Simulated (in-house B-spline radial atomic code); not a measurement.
How numerical settings move a run on Al2+, [Ne] 3s1. Computed with a B-spline radial code for spherical atoms: non-relativistic SCAN, spin-polarised, spherical fractional occupations, point nucleus.

Command:
```bash
python run_scf.py task.json out
```
Settings of the sound reference run:
```
Z                13
electrons        11
configuration    [Ne] 3s1
hamiltonian      nr
method           scan,scan
spin_polarised   True
knot_spacing     0.22
spline_order     8
gauss_points     12
box_radius       22.22
max_iterations   70
damping          0.5
damped_steps     3
diis_vectors     10
tolerance        1e-08
start            Thomas-Fermi
```

Run time, properties included: 0.32 s on 1 thread of Arm Neoverse N1 (shared host).

It converges in 12 iterations to -241.471630 hartree, with 3s up at -24.6786 eV. The other runs change the listed settings, some to values that make no sense; their results aren't properties of the atom or ion. Radii are in bohr (the nuclear one in fm), a minus after a letter asks for a j subshell, and «unchanged» means within 1e-8 hartree. The run stops when the residual is below 10 × tolerance × max(1, Z/10), or a noise floor if that is larger, and the energy moves by less than 1e-8 × √|E| hartree; so very loose and very tight tolerances often act alike.

```tsv
changed settings	outcome
damped_steps = 1	converged in 9 iterations, energy unchanged
knot_spacing = 1.4, spline_order = 6, max_iterations = 75, diis_vectors = 20	converged in 8 iterations, energy +1.74e+00 hartree from the reference, 3s up level +5.7e-01 eV (the program warns: 2s up reaches the box edge; 2s down reaches the box edge)
max_iterations = 5	not converged after 5 iterations, last residual 4.6e-05, last energy +4.49e-08 hartree from the reference
hamiltonian = dirac, method = hf, spin_polarised = False, nucleus = fermi, rms_radius = 3.061, mass_number = 27, atomic_mass = 26.98154, speed_of_light = 11.70287	converged in 12 iterations to -517.5720 hartree, a different physical problem
max_iterations = 8	not converged after 8 iterations, last residual 3.8e-06, last energy +1.30e-10 hartree from the reference
first_knot = 7.69e-05	converged in 7 iterations, energy +4.49e-05 hartree from the reference, 3s up level +2.8e-03 eV
first_knot = 0.231	converged in 9 iterations, energy -4.80e-03 hartree from the reference, 3s up level -1.9e-04 eV
first_knot = 0.000769, max_iterations = 50, damping = 0.8, damped_steps = 8	not converged after 50 iterations, last residual 4.4e-07, last energy +2.63e-05 hartree from the reference
first_knot = 7.69e-06	converged in 6 iterations, energy +1.36e-05 hartree from the reference, 3s up level -3.0e-03 eV
electrons = 12, configuration = [Ne] 3s1 4s-1, max_iterations = 50	stopped with error: j subshells need the Dirac Hamiltonian and l > 0
first_knot = 0.000769	not converged after 70 iterations, last residual 2.8e-07, last energy +2.63e-05 hartree from the reference
first_knot = 0.0769	converged in 8 iterations, energy +6.25e-05 hartree from the reference, 3s up level +8.5e-04 eV
max_iterations = 3	not converged after 3 iterations, last residual 8.5e-04, last energy +4.10e-06 hartree from the reference
max_iterations = 3, damping = 0.8, damped_steps = 0	not converged after 3 iterations, last residual 8.8e-04, last energy +1.43e-05 hartree from the reference
```

(1) What happens with max_iterations = 50, damped_steps = 8, start = bare nucleus?

(2) What happens with first_knot = 0.00769?

(3) What happens with max_iterations = 2?

(4) What happens with knot_spacing = 0.1, first_knot = 7.69e-06, max_iterations = 8, diis_vectors = 2?

## Answers

(1) Converged in 14 iterations, energy unchanged.

(2) Converged in 8 iterations, energy +3.29e-05 hartree from the reference, 3s up level -2.0e-04 eV.

(3) Not converged after 2 iterations, last residual 2.1e-03, last energy +5.61e-05 hartree from the reference.

(4) Converged in 6 iterations, energy -5.07e-04 hartree from the reference, 3s up level +1.7e-04 eV.
